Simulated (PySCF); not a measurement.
C5H8NO (SMILES CN1C[CH]CC1=O), doublet, at a GFN2-xTB geometry; PySCF with PBE0/STO-3G.

Input for PySCF:
```python
from pyscf import gto, scf, dft

mol = gto.Mole()
mol.atom = '''
    C     2.077866    0.096556    0.022324
    N     0.650178    0.187249   -0.092207
    C     0.016114    1.268934   -0.800880
    C    -1.425944    0.969334   -0.669457
    C    -1.621557   -0.268433    0.104539
    C    -0.203824   -0.713655    0.442610
    O     0.119829   -1.694099    1.074887
    H     2.305404   -0.799646    0.597536
    H     2.541278    0.021969   -0.965025
    H     2.480985    0.971792    0.538686
    H     0.354456    1.299469   -1.852191
    H     0.294590    2.242569   -0.359124
    H    -2.204611    1.575759   -1.083729
    H    -2.139309   -1.060170   -0.451694
    H    -2.198601   -0.126103    1.027073
'''
mol.basis = 'sto-3g'
mol.charge = 0
mol.spin = 1
mol.verbose = 4
mol.build()

mf = dft.UKS(mol)
mf.xc = 'pbe0'
mf.kernel()
mf.analyze()
```

What the program printed (banner, timings and long lists left out):

```
PySCF version 2.14.0

[INPUT] verbose = 4
[INPUT] num. atoms = 15
[INPUT] num. electrons = 53
[INPUT] charge = 0
[INPUT] spin (= nelec alpha-beta = 2S) = 1
[INPUT] symmetry False subgroup None
[INPUT] Mole.unit = angstrom
[INPUT] Symbol           X                Y                Z      unit          X                Y                Z       unit  Magmom
[INPUT]  1 C      2.077866000000   0.096556000000   0.022324000000 AA    3.926597663546   0.182464395684   0.042186246005 Bohr   0.0
[INPUT]  2 N      0.650178000000   0.187249000000  -0.092207000000 AA    1.228658352217   0.353849327099  -0.174245976768 Bohr   0.0
[INPUT]  3 C      0.016114000000   1.268934000000  -0.800880000000 AA    0.030451046771   2.397937730149  -1.513443858642 Bohr   0.0
[INPUT]  4 C     -1.425944000000   0.969334000000  -0.669457000000 AA   -2.694643628967   1.831775783229  -1.265090382173 Bohr   0.0
[INPUT]  5 C     -1.621557000000  -0.268433000000   0.104539000000 AA   -3.064298625371  -0.507264852795   0.197550079336 Bohr   0.0
[INPUT]  6 C     -0.203824000000  -0.713655000000   0.442610000000 AA   -0.385171537613  -1.348612497426   0.836411679994 Bohr   0.0
[INPUT]  7 O      0.119829000000  -1.694099000000   1.074887000000 AA    0.226443991781  -3.201383137900   2.031242044855 Bohr   0.0
[INPUT]  8 H      2.305404000000  -0.799646000000   0.597536000000 AA    4.356582166477  -1.511111936604   1.129179389568 Bohr   0.0
[INPUT]  9 H      2.541278000000   0.021969000000  -0.965025000000 AA    4.802319426382   0.041515393231  -1.823632953358 Bohr   0.0
[INPUT] 10 H      2.480985000000   0.971792000000   0.538686000000 AA    4.688382169154   1.836420730043   1.017969007137 Bohr   0.0
[INPUT] 11 H      0.354456000000   1.299469000000  -1.852191000000 AA    0.669824763209   2.455640517362  -3.500133720384 Bohr   0.0
[INPUT] 12 H      0.294590000000   2.242569000000  -0.359124000000 AA    0.556694419036   4.237841225440  -0.678646004758 Bohr   0.0
[INPUT] 13 H     -2.204611000000   1.575759000000  -1.083729000000 AA   -4.166111001204   2.977752948319  -2.047951003249 Bohr   0.0
[INPUT] 14 H     -2.139309000000  -1.060170000000  -0.451694000000 AA   -4.042708105817  -2.003430945480  -0.853577952109 Bohr   0.0
[INPUT] 15 H     -2.198601000000  -0.126103000000   1.027073000000 AA   -4.154753747195  -0.238300133486   1.940886679935 Bohr   0.0

nuclear repulsion = 306.76258074229
number of shells = 29
number of NR pGTOs = 129
number of NR cGTOs = 43
basis = sto-3g
ecp = {}

******** <class 'pyscf.dft.uks.UKS'> ********
method = UKS
initial guess = minao
damping factor = 0
level_shift factor = 0
DIIS = <class 'pyscf.scf.diis.CDIIS'>
diis_start_cycle = 1
diis_space = 8
diis_damp = 0
SCF conv_tol = 1e-09
SCF conv_tol_grad = None
SCF max_cycles = 50
direct_scf = True
direct_scf_tol = 1e-13
number electrons alpha = 27  beta = 26
XC library pyscf.dft.libxc version 7.1.2
    S. Lehtola, C. Steigemann, M. J. T. Oliveira, and M. A. L. Marques,  SoftwareX 7, 1–5 (2018)
XC functionals = pbe0
    C. Adamo and V. Barone,  J. Chem. Phys. 110, 6158 (1999)
    M. Ernzerhof and G. E. Scuseria,  J. Chem. Phys. 110, 5029 (1999)
radial grids:
    Treutler-Ahlrichs [JCP 102, 346 (1995); DOI:10.1063/1.469408] (M4) radial grids

becke partition: Becke, JCP 88, 2547 (1988); DOI:10.1063/1.454033
pruning grids: <function nwchem_prune>
grids dens level: 3
symmetrized grids: False
atomic radii adjust function: <function treutler_atomic_radii_adjust>
small_rho_cutoff = 0
Set gradient conv threshold to 3.16228e-05
tot grids = 177040
init E= -322.111797676392

cycle= 1 E= -320.642029454431  delta_E= 1.47  |g|= 0.469  |ddm|= 3.68

cycle= 2 E= -319.266556591517  delta_E= 1.38  |g|= 1.44  |ddm|=  2.4
cycle= 3 E= -320.783645367121  delta_E= -1.52  |g|= 0.188  |ddm|= 2.07
cycle= 4 E= -320.807707862073  delta_E= -0.0241  |g|= 0.0369  |ddm|= 0.265
cycle= 5 E= -320.808212336645  delta_E= -0.000504  |g|= 0.0316  |ddm|= 0.0865
cycle= 6 E= -320.808814859952  delta_E= -0.000603  |g|= 0.00365  |ddm|= 0.0425
cycle= 7 E= -320.8088294781  delta_E= -1.46e-05  |g|= 0.00096  |ddm|= 0.00831
cycle= 8 E= -320.808830595613  delta_E= -1.12e-06  |g|= 0.000432  |ddm|= 0.00257
cycle= 9 E= -320.808830852078  delta_E= -2.56e-07  |g|= 0.000147  |ddm|= 0.00111
cycle= 10 E= -320.808830924643  delta_E= -7.26e-08  |g|= 6.96e-05  |ddm|= 0.000693
cycle= 11 E= -320.808830947019  delta_E= -2.24e-08  |g|= 3.97e-05  |ddm|= 0.000446
cycle= 12 E= -320.808830952622  delta_E= -5.6e-09  |g|= 1.26e-05  |ddm|= 0.000285
cycle= 13 E= -320.80883095286  delta_E= -2.39e-10  |g|= 4.42e-06  |ddm|= 4.61e-05
Extra cycle  E= -320.808830952875  delta_E= -1.48e-11  |g|= 4.59e-06  |ddm|= 1.28e-05
converged SCF energy = -320.808830952875  <S^2> = 0.75493723  2S+1 = 2.0049311
**** SCF Summaries ****
Total Energy =                        -320.808830952874928
Nuclear Repulsion Energy =             306.762580742290197
One-electron Energy =                -1044.786369315341744
Two-electron Energy =                  417.214957620176619
Two-electron Coulomb Energy =          462.648967379898693
DFT Exchange-Correlation Energy =      -45.434009759722045
**** MO energy ****
                             alpha | beta                alpha | beta
MO #1   energy= -18.8953823827672  | -18.8954377132329  occ= 1 | 1
MO #2   energy= -14.2232800608148  | -14.223236613862   occ= 1 | 1
MO #3   energy= -10.1253147480028  | -10.1252439984865  occ= 1 | 1
MO #4   energy= -10.1065652924129  | -10.1079377451299  occ= 1 | 1
MO #5   energy= -10.0962140836764  | -10.0962338972854  occ= 1 | 1
MO #6   energy= -10.0574286364653  | -10.0588294549344  occ= 1 | 1
MO #7   energy= -10.0342291338194  | -10.0170397128398  occ= 1 | 1
MO #8   energy= -1.00766983474668  | -1.00748646964916  occ= 1 | 1
MO #9   energy= -0.922700177421852 | -0.92107708143812  occ= 1 | 1
MO #10  energy= -0.78786489999963  | -0.773388537570153 occ= 1 | 1
MO #11  energy= -0.699821230813673 | -0.698020954064293 occ= 1 | 1
MO #12  energy= -0.678112967810114 | -0.670388017571694 occ= 1 | 1
MO #13  energy= -0.578185342289785 | -0.557311075804706 occ= 1 | 1
MO #14  energy= -0.513529110023896 | -0.509679825634619 occ= 1 | 1
MO #15  energy= -0.471490685888005 | -0.46745278539325  occ= 1 | 1
MO #16  energy= -0.469515450539118 | -0.460864465179506 occ= 1 | 1
MO #17  energy= -0.412101252882494 | -0.40856399710613  occ= 1 | 1
MO #18  energy= -0.41105039538145  | -0.403532655676191 occ= 1 | 1
MO #19  energy= -0.391296725796469 | -0.386418898955932 occ= 1 | 1
MO #20  energy= -0.380458341542591 | -0.377329594006905 occ= 1 | 1
MO #21  energy= -0.361322424378565 | -0.35700887267588  occ= 1 | 1
MO #22  energy= -0.344429090264978 | -0.336742053032699 occ= 1 | 1
MO #23  energy= -0.303899755937471 | -0.300156637729426 occ= 1 | 1
MO #24  energy= -0.300604596498464 | -0.298618109846205 occ= 1 | 1
MO #25  energy= -0.152699750847336 | -0.14919710752042  occ= 1 | 1
MO #26  energy= -0.144629773832207 | -0.136813432881091 occ= 1 | 1
MO #27  energy= -0.136686768177078 | 0.0754006241027703 occ= 1 | 0
MO #28  energy= 0.16254401889553   | 0.163520663758226  occ= 0 | 0
MO #29  energy= 0.335235813117589  | 0.33541677391438   occ= 0 | 0
MO #30  energy= 0.359969120709531  | 0.36374798120582   occ= 0 | 0
MO #31  energy= 0.401687214786495  | 0.408920758886059  occ= 0 | 0
MO #32  energy= 0.417920448166568  | 0.435502938070851  occ= 0 | 0
MO #33  energy= 0.449108026020247  | 0.453718198714428  occ= 0 | 0
MO #34  energy= 0.451860422310195  | 0.464048072496082  occ= 0 | 0
MO #35  energy= 0.4772131987526    | 0.479946006584359  occ= 0 | 0

To work with the spin densities directly, `use mulliken_meta_spin()` only printing them here.

 ** Mulliken spin pop alpha/beta on meta-lowdin orthogonal AOs **
 ** Mulliken Spin Density (per AO)  **
spin_pop of  0 C 1s       -0.00000
spin_pop of  0 C 2s       -0.00018
spin_pop of  0 C 2px      -0.00055
spin_pop of  0 C 2py      -0.00000
spin_pop of  0 C 2pz       0.00004
spin_pop of  1 N 1s       -0.00000
spin_pop of  1 N 2s        0.00032
spin_pop of  1 N 2px       0.00050
spin_pop of  1 N 2py       0.00110
spin_pop of  1 N 2pz       0.00051
spin_pop of  2 C 1s        0.00000
spin_pop of  2 C 2s       -0.01019
spin_pop of  2 C 2px      -0.02760
spin_pop of  2 C 2py      -0.00884
spin_pop of  2 C 2pz      -0.01269
spin_pop of  3 C 1s       -0.00002
spin_pop of  3 C 2s        0.05030
spin_pop of  3 C 2px       0.02702
spin_pop of  3 C 2py       0.27390
spin_pop of  3 C 2pz       0.64716
spin_pop of  4 C 1s        0.00000
spin_pop of  4 C 2s       -0.01030
spin_pop of  4 C 2px      -0.00587
spin_pop of  4 C 2py      -0.02527
spin_pop of  4 C 2pz      -0.01963
spin_pop of  5 C 1s       -0.00000
spin_pop of  5 C 2s        0.00065
spin_pop of  5 C 2px       0.00128
spin_pop of  5 C 2py       0.00051
spin_pop of  5 C 2pz       0.00091
spin_pop of  6 O 1s        0.00000
spin_pop of  6 O 2s       -0.00001
spin_pop of  6 O 2px      -0.00000
spin_pop of  6 O 2py      -0.00098
spin_pop of  6 O 2pz      -0.00192
spin_pop of  7 H 1s        0.00002
spin_pop of  8 H 1s        0.00002
spin_pop of  9 H 1s        0.00002
spin_pop of  10 H 1s        0.03761
spin_pop of  11 H 1s        0.03761
spin_pop of  12 H 1s       -0.03564
spin_pop of  13 H 1s        0.04011
spin_pop of  14 H 1s        0.04011
 ** Mulliken Spin Density (per atom)  **
spin density of  0 C =     -0.00068
spin density of  1 N =      0.00243
spin density of  2 C =     -0.05932
spin density of  3 C =      0.99836
spin density of  4 C =     -0.06107
spin density of  5 C =      0.00334
spin density of  6 O =     -0.00291
spin density of  7 H =      0.00002
spin density of  8 H =      0.00002
spin density of  9 H =      0.00002
spin density of  10 H =      0.03761
spin density of  11 H =      0.03761
spin density of  12 H =     -0.03564
spin density of  13 H =      0.04011
spin density of  14 H =      0.04011
 ** Mulliken pop alpha/beta on meta-lowdin orthogonal AOs **
 ** Mulliken pop       alpha | beta **
In total            27.00000 | 26.00000
 ** Mulliken atomic charges   ( Nelec_alpha | Nelec_beta ) **
charge of  0C =     -0.08057  (     3.03995      3.04063 )
charge of  1N =     -0.11577  (     3.55910      3.55667 )
charge of  2C =     -0.02148  (     2.98108      3.04040 )
charge of  3C =     -0.04792  (     3.52314      2.52478 )
charge of  4C =     -0.12393  (     3.03143      3.09250 )
charge of  5C =      0.13778  (     2.93278      2.92944 )
charge of  6O =     -0.20311  (     4.10010      4.10301 )
charge of  7H =      0.07537  (     0.46232      0.46230 )
charge of  8H =      0.05277  (     0.47363      0.47360 )
charge of  9H =      0.05277  (     0.47363      0.47360 )
charge of  10H =      0.04944  (     0.49409      0.45648 )
charge of  11H =      0.04943  (     0.49409      0.45648 )
charge of  12H =      0.05024  (     0.45706      0.49270 )
charge of  13H =      0.06249  (     0.48881      0.44870 )
charge of  14H =      0.06249  (     0.48881      0.44870 )
Dipole moment(X, Y, Z, Debye):  0.12874,  2.19444, -1.38096
```
